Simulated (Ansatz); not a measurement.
```yaml
crystal:
  periodic: [false, false, false]
  atoms:
    - {symbol: C, position_ang: [-1.526530, 0.842498, 0.353472]}
    - {symbol: Si, position_ang: [0.220407, 0.366325, 0.182577]}
    - {symbol: O, position_ang: [0.800741, 0.389434, 1.655917]}
    - {symbol: O, position_ang: [1.081102, 1.355822, -0.760208]}
    - {symbol: Si, position_ang: [0.588341, -1.751865, -0.848980]}
    - {symbol: H, position_ang: [-1.727753, 1.759277, 0.871753]}
    - {symbol: H, position_ang: [-2.074689, 0.137977, 0.951588]}
    - {symbol: H, position_ang: [-2.034249, 0.910417, -0.600573]}
    - {symbol: H, position_ang: [1.741046, 0.115037, 1.888530]}
    - {symbol: H, position_ang: [0.964026, 2.358827, -0.600234]}
    - {symbol: H, position_ang: [0.158310, -1.704903, -2.256908]}
    - {symbol: H, position_ang: [-0.161300, -2.796268, -0.093217]}
    - {symbol: H, position_ang: [2.032609, -2.091945, -0.764349]}
basis:
  gaussian: {orbitals: def2-mTZVPP, final_grid: {core_spheres: 1, valence_spheres: 1, degree: 5}}
hamiltonian: {xc: {name: PBE}}
```

```sh
$ ansatz run in.yaml --threads 4 --pin off --events-out ev --progress --plain --max-ram 10444MiB
```

Output, abridged:

```
Functional definition: PBE
1438 factors; their error is unknown
mean field evaluation 1: about -20990.0036 eV, gradient 9.8e1 eV
mean field evaluation 2: about -20936.6640 eV, gradient 1.8e2 eV
mean field evaluation 4: about -21006.8248 eV, gradient 1.4e1 eV
mean field evaluation 8: about -21007.2754 eV, gradient 1.1e-1 eV
mean field evaluation 16: about -20978.0442 eV, gradient 1.1e-1 eV
mean field -20978.04422191 eV, -770.9289057260 hartree, gradient 4.0e-5 eV, S^2 0.000000; 0 other end points of the search recorded, 0 dependent functions left out
reference -20978.04438898 eV, -770.9289118659 hartree; 29, 29 occupied and 132, 132 virtual orbitals, 1438 factors
Total energy: -20978.04438898 eV, -770.9289118659 hartree
```

(1) What is wrong with this run?

## Answers

(1) The integration grid is far too coarse. Self-consistency was reached. The result belongs to that input, not to the molecule as meant.
